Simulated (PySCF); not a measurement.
A calculated (M06-2X, PySCF 2.14, def2-SVP, no relativity, point nucleus) atom or ion has these occupied shells.

| shell | electrons | orbital energy (eV) | rms radius, mean of both spins (bohr) |
| --- | --- | --- | --- |
| 1s α | 1 | -3622.2 | 0.0945 |
| 1s β | 1 | -3621.4 | 0.0945 |
| 2s α | 1 | -421.71 | 0.420 |
| 2s β | 1 | -421.47 | 0.420 |
| 2p α | 3 | -349.28 | 0.387 |
| 2p β | 3 | -348.45 | 0.387 |
| 3s α | 1 | -82.603 | 1.36 |
| 3s β | 1 | -77.980 | 1.36 |
| 3p α | 3 | -62.475 | 1.55 |
| 3p β | 1 | -59.914 | 1.55 |

(1) Name the element and its charge.

## Answers

(1) K³⁺ (potassium, charge +3), in [Ne] 3s2 3p4, high-spin 3P determinant.
